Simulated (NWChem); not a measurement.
GaH₃O₂; SMILES [OH][GaH][OH]

```xyz
6

Ga    -0.3364    -0.0107     0.0000
H     -1.8945    -0.0641     0.0000
O      0.6169    -1.5333     0.0000
H      1.5747    -1.3474     0.0000
O      0.7040     1.4652     0.0000
H      0.1822     2.2884     0.0000
```
Atoms are numbered in this order, from 1.

Coordinates come from a PBE-D3(BJ)/def2-SVP optimisation.

Symmetry labels are those of Cs in the frame above (b1 and b2, or b-type labels, depend on it).

**Question.** List the 4 lowest vertical singlet excitations from CAM-B3LYP/6-31G* (spherical d), full TDDFT (NWChem).

**Answer.** 
```
state  energy (eV)  oscillator strength  symmetry  leading excitation (squared amplitude)
-----  -----------  -------------------  --------  --------------------------------------
S1            6.58                0.000        a"                    HOMO → LUMO+1 (0.93)
S2            6.90                0.016        a'                      HOMO → LUMO (0.75)
S3            7.08                0.005        a"                    HOMO−1 → LUMO (0.96)
S4            7.31                0.103        a"                  HOMO−2 → LUMO+1 (0.64)
```
